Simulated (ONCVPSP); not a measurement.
Reading a pseudo-wave (Rb (Z = 37))

Columns: radius, all-electron u(r) and pseudo u(r) of the 4p shell (level -16.33 eV) of rubidium in the configuration [Ar] 3d10 4s2 4p6 5s0.75 5p0.25; PBE, scalar-relativistic, ONCV scheme, ONCVPSP 4.0.1.

```tsv
r (bohr)	all-electron	pseudo
0.143	0.1579	0.0227
0.285	-0.3085	0.0871
0.428	-0.3809	0.1861
0.570	-0.1520	0.3064
0.713	0.1559	0.4355
0.855	0.4265	0.5581
0.998	0.6279	0.6641
1.140	0.7563	0.7440
1.283	0.8241	0.7945
1.425	0.8439	0.8149
1.568	0.8296	0.8083
1.710	0.7927	0.7799
1.853	0.7414	0.7353
1.995	0.6830	0.6808
2.138	0.6213	0.6210
2.280	0.5604	0.5606
2.423	0.5013	0.5015
2.565	0.4462	0.4463
2.708	0.3950	0.3950
2.850	0.3487	0.3487
2.992	0.3069	0.3068
3.135	0.2691	0.2691
3.278	0.2354	0.2354
3.420	0.2058	0.2058
3.563	0.1794	0.1794
3.705	0.1563	0.1563
```

**Question.** How many radial nodes do the two functions have?

**Answer.** The all-electron 4p function has n − l − 1 = 2; the pseudo-wave has 0, since the states of the same l below it are removed with the core.

**Question.** At about which radius was the pseudo-wave matched?

**Answer.** 2.85 bohr. The columns agree to 0.0005 from 2.14 bohr on; several derivatives are matched, so the curves merge somewhat inside the radius.

**Question.** Is the pseudo-wave norm-conserving?

**Answer.** Yes: the ONCV scheme keeps the norm inside the radius equal to the all-electron one, which fixes the energy derivative of the logarithmic derivative at the level.
